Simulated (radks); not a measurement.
Values are calculated unless marked as measured or tabulated.
Task: Radial electron density D(r) = 4 pi r^2 rho(r) of an atom or ion with 28 electrons. Code: a radial shooting solver on a logarithmic mesh with Libxc functionals. Model: Dirac Kohn-Sham, BLYP, spin-unpolarised, spherical densities, finite nucleus; Fermi nuclear charge, rms radius of each element as measured or else 0.836 A^(1/3) + 0.57 fm.

```
   r/bohr * D(r) (the largest magnitude, 45.4, reaches the edge; | marks zero)
 0.004521 |     *
 0.005886 |        *
 0.007665 |             *
 0.009981 |                  *
    0.013 |                          *
  0.01692 |                                  *
  0.02204 |                                         *
  0.02869 |                                              *
  0.03736 |                                              *
  0.04865 |                                          *
  0.06335 |                                      *
  0.08249 |                                       *
   0.1074 |                                               *
   0.1399 |                                                      *
   0.1821 |                                                  *
   0.2371 |                                    *
   0.3088 |                           *
   0.4021 |                              *
   0.5236 |                                  *
   0.6817 |                            *
   0.8877 |               *
    1.156 |     *
    1.505 | *
     1.96 *
    2.552 *
    3.323 *
```

What is the nuclear charge?

Result: Z = 32. The innermost maximum, from 1s, lies near gamma/Z bohr with gamma = sqrt(1 - (Z/c)^2) = 0.972, here 0.0304 bohr (found: 0.0329), and its height grows with Z. The density is that of the germanium ion Ge4+ in [Ar] 3d10; the configuration itself is not fixed sharply by these data, and Z only to about a unit. D(r) has 3 maxima, at r = 0.0329, 0.148, 0.519 bohr, and minima at 0.0697, 0.327 bohr, inside which lie 2.10, 10.99 electrons.
